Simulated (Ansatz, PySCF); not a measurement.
Species: C$_{4}$H$_{9}$O (charge 0, doublet). SMILES: CO[C](C)C
Structure (B3LYP-D3(BJ)/def2-TZVP (Ansatz, an electronic-structure program) minimum search):
```
C
O 1 1.3742
C 2 1.4172 1 117.88
H 3 1.0882 2 106.39 1 173.41
H 3 1.0934 4 108.98 2 -120.83
H 3 1.0945 4 109.28 5 -119.23
C 1 1.4874 2 111.24 3 -175.74
H 7 1.0906 1 110.77 2 166.19
H 7 1.0910 8 108.73 1 121.87
H 7 1.1021 8 107.43 9 115.73
C 1 1.4926 2 119.08 3 38.21
H 11 1.0899 1 109.62 2 -176.51
H 11 1.0913 12 107.65 1 -123.37
H 11 1.1034 12 107.27 13 -115.02
```
Charge 0, spin multiplicity 2.

Property: atomisation energy, in kcal/mol. Conventions: 6-311+G** with 5d; atomisation electronic, to ground-state atoms; LANL2DZ all-electron up to Ne; open shells spin-unrestricted; no spin-orbit coupling; non-relativistic; frozen cores in correlated levels; 6-31G* and kin with 6d, 5d where marked; dispersion terms only where a functional's name holds one. CBS(X,Y): correlation extrapolated as X^-3; Hartree-Fock from the larger set. First-principles rows: single points at B3LYP-D3(BJ) geometries (Ansatz).

Coupled cluster (Ansatz) is a level with limits of its own, used here on species with T1 under 0.025 (0.045 for open shells) and stable references: CCSD(T)/CBS(cc-pVTZ,cc-pVQZ).

Value to compare with, CCSD(T)/CBS(cc-pVTZ,cc-pVQZ) (Ansatz): 1288.6 kcal/mol.

```json
[
 {"level": "B3LYP/LANL2DZ", "program": "Ansatz", "atomisation energy (kcal/mol)": "1245.4", "difference": "-43.2"},
 {"level": "B3LYP/6-31G**", "program": "Ansatz", "atomisation energy (kcal/mol)": "1297.4", "difference": "8.8"},
 {"level": "B3LYP/cc-pVDZ", "program": "Ansatz", "atomisation energy (kcal/mol)": "1269.2", "difference": "-19.4"},
 {"level": "B3LYP/6-311+G**", "program": "Ansatz", "atomisation energy (kcal/mol)": "1278.6", "difference": "-10.0"},
 {"level": "M06-2X/6-31G* (5d)", "program": "PySCF", "atomisation energy (kcal/mol)": "1295.9", "difference": "7.3"},
 {"level": "M06-2X/6-311+G**", "program": "PySCF", "atomisation energy (kcal/mol)": "1284.2", "difference": "-4.4"},
 {"level": "PBE/def2-TZVPD", "program": "Ansatz", "atomisation energy (kcal/mol)": "1315.3", "difference": "26.7"},
 {"level": "wB97X-V/def2-TZVPD", "program": "Ansatz", "atomisation energy (kcal/mol)": "1292.5", "difference": "3.9"}
]
```

Among the 6 habitual levels, B3LYP/LANL2DZ lies farthest from CCSD(T)/CBS(cc-pVTZ,cc-pVQZ) (Ansatz) (-43.2 kcal/mol) and M06-2X/6-311+G** nearest (-4.4); 2 of 6 lie above it, and their mean absolute difference is 15.5 kcal/mol, the median 9.4. One case shows no general order.

The levels are drawn from those run, B3LYP/6-31G* more often than the rest, none by its result; left out are runs that failed, that the program found above a lower state of the same kind, or whose <S^2> lies over 0.5 above the pure value.
